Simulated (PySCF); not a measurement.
# Gas-phase thermal properties of TaCl4NH2

Computed with PySCF and rigid-rotor harmonic-oscillator thermochemistry at 1 bar. All species are closed-shell singlets. Ta: scalar-relativistic def2 core potential, no spin-orbit coupling. TaCl4NH2: computed as isolated molecules; such fragments, hydroxides, amides, oligomers or adducts are transient or little studied in the gas. The harmonic model lacks anharmonicity and excited electronic states, which grow with temperature; levels with a mode under 35 cm⁻¹ are left out. Soft modes under 120 cm⁻¹ make the harmonic entropy rough for TaCl4NH2.

```tsv
level	point group	σ	ZPE (kJ/mol)	S°298 (J/mol/K)	Cp298 (J/mol/K)	S°1000 (J/mol/K)	H1000 − H298 (kJ/mol)
PBE/def2-SVP	C2v	2	78.7	417.7	134.0	600.5	108.0
PBE0/def2-TZVP	C2v	2	82.1	412.8	132.0	594.0	107.1
```
σ: rotational symmetry number. Electronic degeneracy used: 1. Frequencies are unscaled.
